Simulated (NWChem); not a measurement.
System: C₂H₄ClGa; SMILES [Cl][GaH][CH]=C

Computed with NWChem. Structure relaxed at the PBE0/def2-SVP level. Gas phase, vertical. One conformer.

PBE/def2-SVPD, TDA puts singlet state 4 at 5.61 eV with oscillator strength 0.079.

Problem. Give the wavelength, the transition dipole and the radiative lifetime of that state in vacuum.

Solution. 
1. λ = 1239.84/5.61 = 221 nm, or 45250 cm⁻¹.
2. f = (2/3) ΔE μ² in atomic units, so μ = √(1.5 f/ΔE) = 0.76 a.u. = 1.93 D.
3. τ = 1.499 s cm⁻² / (f ν²) = 9.3 ns, for a non-degenerate state that emits at the vertical energy; a higher state like this one mostly decays faster by other paths.
